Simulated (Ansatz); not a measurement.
Reactions of `NC(S)CC=O`.

Gas-phase electronic energies from Ansatz, PBE0-D4/def2-TZVP geometries. CCSD(T)/CBS adds triple-zeta CCSD(T) − MP2 to the extrapolated MP2 energy (def2 sets, frozen cores). This one scheme is used for every species, atoms too. DFT in def2-TZVPP. Open shells (•) are unrestricted, without spin–orbit coupling. Spin–orbit coupling would lower the free atoms: a little for C, O, S. One conformer a species, not always the lowest.

| reaction | PBE0-D4 (eV) |
| --- | --- |
| `NC(S)CC=O` + `BCl` → `O=CCBCl` + `NCS` | -0.47 |
| `NC(S)CC=O` + H₂ → `NCCC=O` + H₂S | -0.64 |
| `NC(S)CC=O` → 3 C• + 7 H• + N• + O• + S• | 52.20 |
| `NC(S)CC=O` → `CC(O)C(N)=S` | -0.79 |

**Question.** Give the CCSD(T)/CBS values in the same order. (Estimate.)

**Answer.** Ansatz gave: -0.40, -0.64, 51.82, -0.72 eV.

Largest T1 diagnostic: 0.015, for `CC(O)C(N)=S`.
